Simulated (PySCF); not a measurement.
Species: GeHCl3.
Z-matrix (Å and degrees, PBE0-D3(BJ)/def2-SVP geometry), rows numbered from 1:
```
Ge
H   1  1.5262
Cl  1  2.1345  2  110.72
Cl  1  2.1357  2  110.87  3  -120.04
Cl  1  2.1350  2  110.83  3   119.86
```

Computed at PBE0/pcSseg-1 (pcSseg-2 on Ge) (PySCF, non-relativistic), with Q(73Ge) = −0.196 b, Q(35Cl) = −0.0817 b: Ge1, 73Ge (I = 9/2): χzz = 66.84 MHz, η = 0.002; Cl3, 35Cl (I = 3/2): χzz = -51.23 MHz, η = 0.020.

Problem. Where would the pure quadrupole (NQR) lines of 73Ge at Ge1 fall for the rigid, isolated species?

Solution. From the eigenvalues of H = χ/[4I(2I − 1)] × [3Iz² − I(I + 1) + η(Ix² − Iy²)], steps between neighbouring levels, labelled as for η = 0: ±1/2↔±3/2 2.785 MHz, ±3/2↔±5/2 5.570 MHz, ±5/2↔±7/2 8.355 MHz, ±7/2↔±9/2 11.14 MHz (germanium bonded to 3 Cl and H).

Problem. Where would the pure quadrupole (NQR) lines of 35Cl at Cl3 fall for the rigid, isolated species?

Solution. From ν = (|χ|/2)√(1 + η²/3): ν = 25.62 MHz (chlorine bonded to Ge). For 37Cl the ratio of quadrupole moments, 0.7881, gives 20.19 MHz.

Problem. Apply the simplest Townes–Dailey estimate (no s hybridisation, no π bonding), ionic character = 1 − χzz/χ0, where χ0 is the coupling for one missing p electron along the bond: −109.74 MHz for 35Cl.

Solution. Cl3 on Ge1: 1 − (-51.23)/(-109.74) = 0.53. In this model a purely covalent bond gives χ0 and a free halide ion gives zero; s hybridisation or π bonding, where present, is counted here as ionic character.

In a crystal, neighbours and librations shift these lines. The calculation is non-relativistic, for germanium too. With a basis this small, the couplings can be 20 % off.
